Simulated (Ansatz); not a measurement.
`CBC(O)F` + `C=C(Cl)I` → `C=C(I)BC` + `OC(F)Cl`  (formal exchange of groups at a B–C bond)

Isolated molecules relaxed with PBE0-D4/def2-TZVP in Ansatz; ΔE leaves out vibrations. CCSD(T)/CBS is the MP2 limit (def2-TZVPP, def2-QZVPP) plus CCSD(T) − MP2 in def2-TZVPP, frozen cores. DFT in def2-TZVPP. Elements past krypton have def2 core potentials. For I outer-core shells are correlated without core-valence functions, which leaves a few kJ/mol of doubt a bond. One conformer a species, not always the lowest.

```tsv
level	ΔE (kJ/mol)
PBE	-69.6
CCSD/CBS(def2)	-71.3
```

What does CCSD(T)/CBS give? (Estimate.)

The calculation gave: -72.8 kJ/mol. The listed levels differ from it by 3.2, 1.5 kJ/mol.

Largest T1 diagnostic among the species: 0.012.

From PBE to PBE0 (25 % exact exchange), in def2-TZVPP and without D4, ΔE moves by −4.3 kJ/mol.
